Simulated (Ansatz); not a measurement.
Relaxation of CH6BFOSi (11 atoms, charge 0, multiplicity 1), to a largest force component of 0.015 eV/Å in at most 40 steps.

All numbers below come from RKS r2SCANh-D4/def2-SVP in Ansatz 0.2.0.

```xyz
11
Properties=species:S:1:pos:R:3
C -0.353 -1.094 1.190
B 0.706 -0.571 0.151
F 0.417 0.635 -0.539
Si 2.373 -1.480 -0.274
O 3.307 -1.583 1.244
H -0.557 -0.251 1.948
H -0.048 -1.987 1.674
H -1.315 -1.212 0.631
H 3.104 -0.805 -1.243
H 2.057 -2.874 -0.693
H 2.783 -2.249 1.821
```

Question: Where does it end, and by what steps?

Answer: It converged. The force dipped under the threshold on the way, but the program's further checks kept it going. After 34 steps the energy has fallen by 0.673 eV; H7 moved furthest, 1.32 Å.

```csv
step,energy less start (eV),largest force component (eV/Å),accepted
0,0.0000,2.927,yes
2,-0.6092,0.349,yes
4,-0.6276,0.183,yes
6,-0.6359,0.280,yes
8,-0.6444,0.140,yes
10,-0.6473,0.103,yes
12,-0.6518,0.022,yes
14,-0.6548,0.322,yes
16,-0.6607,0.182,yes
18,-0.6570,0.516,no
20,-0.6654,0.018,yes
22,-0.6682,0.170,yes
24,-0.6704,0.113,yes
26,-0.6717,0.036,yes
28,-0.6722,0.030,yes
30,-0.6724,0.047,yes
32,-0.6727,0.013,yes
34,-0.6728,0.010,yes
```

```xyz
11
Properties=species:S:1:pos:R:3
C -0.263 -0.773 1.352
B 0.556 -0.660 0.028
F 0.005 -0.020 -1.009
Si 2.413 -1.469 -0.225
O 2.944 -2.216 1.178
H -0.980 0.050 1.489
H 0.373 -0.876 2.243
H -0.857 -1.703 1.284
H 3.414 -0.402 -0.510
H 2.424 -2.419 -1.389
H 2.443 -2.982 1.469
```

Whether the end is a true minimum wasn't checked by a vibrational analysis.

The run took 110 s on 2 threads of Arm Neoverse V2, on a shared host, peak memory 0.24 GiB.
